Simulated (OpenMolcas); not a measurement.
Cu2+: moving the ligands

Cu2+ with 6 ligands (oxide) in tetragonal octahedral coordination (D4h) at 2.11 Å, the axial distance 2.152 Å. A charge of +1.67 e stands 2.6 Å behind each ligand. Ligand basis ANO-RCC-VDZP.

- Program: OpenMolcas 26.06
- Method: CASSCF
- Basis: ANO-RCC-VDZP [5s4p2d1f]
- Scalar Hamiltonian: DKH2, point nucleus
- Active space: 9 electrons in 5 orbitals (3d)
- State averaging: 2S+1 = 2 even, 5 roots
- Spin-orbit coupling: RASSI with atomic mean-field integrals over the reference wave functions

Runs around this geometry, states (labels of D4, the rotations of D4h). Energies in cm-1 above the lowest state or level, χT in cm3 K/mol.

```json
{"R (Å)": "2.11", "Axial / equatorial distance": "0.959", "Ground state": "2A1", "First state of that spin": "2B1 1175", "First gap with spin-orbit (degeneracies)": "1128 (2, 2)", "χT at 300 K": "0.691"}
{"R (Å)": "2.07", "Axial / equatorial distance": "1.02", "Ground state": "2B1", "First state of that spin": "2A1 557.8", "First gap with spin-orbit (degeneracies)": "535.7 (2, 2)", "χT at 300 K": "0.718"}
{"R (Å)": "2.11", "Axial / equatorial distance": "1.02", "Ground state": "2B1", "First state of that spin": "2A1 524.6", "First gap with spin-orbit (degeneracies)": "500.3 (2, 2)", "χT at 300 K": "0.754"}
{"R (Å)": "2.2", "Axial / equatorial distance": "1.02", "Ground state": "2B1", "First state of that spin": "2A1 458.4", "First gap with spin-orbit (degeneracies)": "429.2 (2, 2)", "χT at 300 K": "0.840"}
```

Taking the first state of the same spin as R^-n, n = -ln(458.4 / 557.8) / ln(2.2 / 2.07) = 3.2 between the shortest and longest distance.

The ground state changes within this set.

The oxide ions are held by bare point charges, a crude embedding. Ligand-to-metal charge-transfer states are missing. With oxide or sulfide held by bare charges the field of late divalent 3d ions can come out several times too small, and g and χT far too large. With metal d orbitals alone and no dynamic correlation the field as a rule comes out too small, by tens of per cent, by up to half for chloride and softer ligands, and the orbital part of g and χT, which goes as 1/10Dq, too large. No measured value stands beside these numbers; the geometry was imposed, not optimised, and the real ion may take another.
